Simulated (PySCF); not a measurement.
A structure optimised at PBE-D3(BJ)/def2-SVP, used in a PySCF frequency run:

```
Si
O 1 1.6992
H 2 0.9730 1 114.89
H 1 1.5144 2 109.99 3 -40.02
C 1 1.9189 4 107.42 2 -122.88
F 5 1.4056 1 105.06 4 -73.66
H 5 1.1137 6 108.83 1 -123.35
H 5 1.1139 7 107.62 6 118.15
Si 1 2.3567 4 113.43 2 117.65
N 9 1.7607 1 113.25 4 -78.80
H 10 1.0250 9 115.26 1 80.13
H 10 1.0261 11 108.32 9 130.40
H 9 1.5043 10 107.40 11 -42.26
H 9 1.5081 13 109.00 10 118.04
```

Write its SMILES and formula.

N[SiH2][Si@@H](O)CF, CH8FNOSi2

What are its rotational constants (standard atomic weights)?

2.8879, 1.3959, 1.0077 GHz
